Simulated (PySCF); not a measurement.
# What a mistake does to a calculation on AlGeH5N2

Calculated results; nothing here was measured. They come from PySCF 2.14.0, an open-source quantum chemistry program, on an isolated molecule that a program drew, which may never have been made. The molecule is AlGeH5N2 (charge 0, singlet), drawn as the SMILES string `[NH2][GeH]=[N][AlH2]`.

Each row is a Hartree-Fock (HF) and frozen-core CCSD(T) single point in the cc-pV(D+d)Z basis, meant for a local HF minimum. Run 1 is clean. Each other run has one planted mistake out of seven kinds, and not every kind appears here: one electron removed, one electron added, multiplicity raised by two, geometry at a saddle point, minimal basis STO-3G, one bond length entered in bohr, all coordinates scaled. The reference is restricted for singlets and unrestricted otherwise, and also for a bond in bohr. Adding or removing an electron swaps singlet and doublet. Electrons count all cores. HOMO and LUMO are orbital energies over both spins, the gradient is its largest component, and the lowest frequency (negative if imaginary) is given only where the gradient is small. Bond lengths are over the 8 bonds as drawn. T1 is the CCSD diagnostic: over 0.02 (restricted) or 0.045 (unrestricted) a single reference is doubtful. Germanium has the cc-pVDZ-PP basis, with a core potential (ECP10MDF) in place of its 10 inner electrons, and its 3s, 3p and 3d shells are frozen in CCSD(T).

Geometry of the clean run:
```xyz
9
AlGeH5N2, angstrom
N    -0.9349    1.6123   -1.1855
Ge   -0.7546   -0.1393   -0.9555
N    -1.0900   -0.8772    0.5082
Al   -1.0199   -2.5222    1.1231
H    -0.7472    2.0839   -2.0471
H    -1.2433    2.2137   -0.4467
H    -0.2758   -0.7087   -2.2885
H    -1.4539   -2.8264    2.6150
H    -0.5277   -3.7439    0.2261
```

```
run  electrons  basis functions  <S^2>  HOMO (eV)  LUMO (eV)  gradient (hartree/bohr)  lowest frequency (cm^-1)  mean bond (Å)  longest bond (Å)      T1  HF (hartree)  CCSD(T) (hartree)             mistake
  1         64               99  0.000      -9.64       1.94                  9.6e-06                        30         1.4889             1.776  0.0172    -647.09815         -647.64912            no fault
  2         65               99  0.961       0.78       7.45                  3.7e-02                         -         1.4889             1.776  0.0319    -647.04698         -647.61462  one electron added
  3         64               99  0.000      -9.69       2.12                  2.9e-02                         -         1.4472             1.726  0.0159    -647.08971         -647.63349                   ?
  4         63               99  0.767     -15.53      -5.20                  7.6e-02                         -         1.4889             1.776  0.0290    -646.83585         -647.34142                   ?
```

**Which mistake was planted in run 3, and what did it cost?**

The mean and the longest bond both change by the same factor, 0.972, and the gradient is no longer small. So the mistake is: all coordinates scaled. Subtracting run 1 and multiplying by 627.51 kcal/mol a hartree, the energy moved by 5.3 kcal/mol in HF and 9.8 kcal/mol in CCSD(T).

**Which mistake was planted in run 4, and what did it cost?**

It counts 63 electrons, one fewer than the clean run, at the same geometry and basis. So the mistake is: one electron removed. Subtracting run 1 and multiplying by 627.51 kcal/mol a hartree, the energy moved by 164.6 kcal/mol in HF and 193.1 kcal/mol in CCSD(T).

Cautions from the logs. Run 2: the HOMO is above zero, so the electron isn't bound and the energy depends on the basis.
